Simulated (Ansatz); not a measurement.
Steps of a relaxation of `[SiH3][C@H]1[O][Ge@@H]1[Cl]` with RKS PBE0-D4/def2-TZVP.

```sh
$ ansatz run in.yaml --threads 4 --pin off --events-out ev --progress --plain --max-ram 10444MiB
```

```yaml
crystal:
  periodic: [false, false, false]
  atoms:
    - {symbol: Si, position_ang: [-0.797232, -0.203298, 1.454116]}
    - {symbol: C, position_ang: [0.190690, 0.636904, 0.069471]}
    - {symbol: O, position_ang: [1.563312, 0.165482, -0.102819]}
    - {symbol: Ge, position_ang: [0.557969, -0.252576, -1.595683]}
    - {symbol: Cl, position_ang: [1.123006, 0.922916, -3.321800]}
    - {symbol: H, position_ang: [-0.203421, 0.120520, 2.798700]}
    - {symbol: H, position_ang: [-2.225081, 0.269132, 1.404910]}
    - {symbol: H, position_ang: [-0.748745, -1.691458, 1.242997]}
    - {symbol: H, position_ang: [0.068833, 1.738290, -0.042507]}
    - {symbol: H, position_ang: [0.553570, -1.757113, -1.904484]}
basis:
  gaussian: {orbitals: def2-TZVP}
hamiltonian: {xc: pbe0, dispersion: d4}
relax: {f_tol: 0.005, max_steps: 150}
```

Positions (Å) and forces (eV/Å) along the path, 8 of 8 steps:

```xyz
10
step=1 energy=-80067.8174 eV
Si   -0.797   -0.203    1.454    0.036    0.013   -0.056
C     0.191    0.637    0.069    0.008    0.099   -0.150
O     1.563    0.165   -0.103   -0.615    0.034   -0.509
Ge    0.558   -0.253   -1.596    0.420    0.356    0.465
Cl    1.123    0.923   -3.322   -0.145   -0.321    0.449
H    -0.203    0.121    2.799   -0.121   -0.057   -0.306
H    -2.225    0.269    1.405    0.308   -0.090   -0.001
H    -0.749   -1.691    1.243   -0.010    0.305    0.037
H     0.069    1.738   -0.043    0.132   -0.615    0.061
H     0.554   -1.757   -1.904   -0.012    0.276    0.010
10
step=2 energy=-80067.8638 eV
Si   -0.793   -0.206    1.443    0.074    0.069   -0.068
C     0.187    0.634    0.071   -0.051   -0.007   -0.051
O     1.557    0.177   -0.107   -0.264   -0.056   -0.274
Ge    0.555   -0.251   -1.578    0.261    0.163    0.363
Cl    1.112    0.901   -3.285   -0.034   -0.032    0.047
H    -0.201    0.122    2.771   -0.038   -0.027   -0.060
H    -2.206    0.267    1.391    0.068   -0.027    0.000
H    -0.744   -1.680    1.232   -0.005    0.069    0.013
H     0.070    1.722   -0.036    0.023   -0.189    0.018
H     0.546   -1.738   -1.900   -0.034    0.036    0.012
10
step=3 energy=-80067.8719 eV
Si   -0.788   -0.203    1.438    0.016    0.014   -0.034
C     0.182    0.630    0.067   -0.138   -0.006    0.018
O     1.553    0.177   -0.108    0.084   -0.039   -0.071
Ge    0.569   -0.247   -1.570    0.062   -0.002    0.097
Cl    1.109    0.903   -3.276   -0.004    0.008   -0.020
H    -0.202    0.120    2.764    0.007    0.007    0.016
H    -2.196    0.265    1.384   -0.020    0.008    0.001
H    -0.740   -1.673    1.230    0.000   -0.024    0.000
H     0.066    1.711   -0.039    0.006    0.039    0.009
H     0.530   -1.733   -1.888   -0.013   -0.006   -0.016
10
step=4 energy=-80067.8728 eV
Si   -0.788   -0.204    1.436    0.007    0.003    0.003
C     0.181    0.630    0.068   -0.121    0.030    0.002
O     1.555    0.179   -0.108    0.114   -0.034   -0.010
Ge    0.576   -0.248   -1.566    0.015   -0.007    0.013
Cl    1.107    0.901   -3.277   -0.003    0.003   -0.009
H    -0.203    0.121    2.763    0.001    0.001    0.008
H    -2.198    0.264    1.383   -0.006    0.001   -0.003
H    -0.740   -1.675    1.230   -0.001   -0.006   -0.001
H     0.067    1.712   -0.035    0.002    0.009    0.003
H     0.526   -1.732   -1.890   -0.007    0.000   -0.006
10
step=5 energy=-80067.8712 eV rejected
Si   -0.786   -0.204    1.434   -0.032   -0.005   -0.032
C     0.163    0.636    0.055    0.160   -0.079    0.132
O     1.554    0.180   -0.107   -0.110    0.002   -0.023
Ge    0.583   -0.246   -1.568    0.037    0.041    0.036
Cl    1.124    0.891   -3.283   -0.010    0.000   -0.008
H    -0.199    0.125    2.760    0.009    0.008   -0.016
H    -2.200    0.252    1.386   -0.008   -0.004    0.012
H    -0.729   -1.676    1.229    0.002    0.002   -0.001
H     0.068    1.720   -0.017   -0.037    0.046   -0.083
H     0.506   -1.730   -1.887   -0.011   -0.010   -0.017
10
step=6 energy=-80067.8734 eV
Si   -0.788   -0.204    1.435    0.010   -0.001    0.000
C     0.177    0.631    0.066   -0.007   -0.010   -0.004
O     1.560    0.179   -0.106   -0.013    0.011    0.006
Ge    0.584   -0.247   -1.563   -0.003   -0.010    0.003
Cl    1.108    0.898   -3.279    0.001    0.006   -0.004
H    -0.203    0.123    2.762   -0.002   -0.001    0.004
H    -2.200    0.260    1.384   -0.001    0.002   -0.002
H    -0.737   -1.675    1.230    0.000   -0.002    0.000
H     0.065    1.714   -0.034    0.014    0.006   -0.001
H     0.515   -1.730   -1.892    0.002   -0.001   -0.001
10
step=7 energy=-80067.8735 eV
Si   -0.788   -0.204    1.436   -0.003    0.001   -0.001
C     0.176    0.631    0.065   -0.004    0.001    0.008
O     1.559    0.178   -0.105    0.007   -0.002   -0.004
Ge    0.584   -0.248   -1.563   -0.003    0.000   -0.001
Cl    1.107    0.899   -3.279    0.000    0.000    0.002
H    -0.203    0.124    2.763    0.000    0.000   -0.002
H    -2.199    0.260    1.383    0.000   -0.001    0.001
H    -0.737   -1.675    1.231    0.001    0.001    0.000
H     0.067    1.714   -0.034    0.000   -0.004   -0.004
H     0.517   -1.731   -1.893    0.001    0.002    0.001
10
step=8 energy=-80067.8735 eV
Si   -0.788   -0.203    1.436    0.000    0.000    0.000
C     0.177    0.631    0.065   -0.001    0.000    0.003
O     1.559    0.178   -0.106    0.001    0.000    0.002
Ge    0.583   -0.249   -1.563    0.001   -0.001   -0.003
Cl    1.106    0.900   -3.278   -0.001    0.000    0.000
H    -0.204    0.124    2.763    0.000    0.000    0.000
H    -2.199    0.260    1.383    0.000    0.000    0.000
H    -0.737   -1.675    1.231    0.000    0.000    0.000
H     0.068    1.714   -0.034    0.001   -0.001   -0.001
H     0.517   -1.731   -1.893   -0.001    0.001    0.000
```

Hardware: 4 threads of an AMD EPYC 7B13 on a shared host. Wall time 36 s, peak host memory 0.75 GiB.
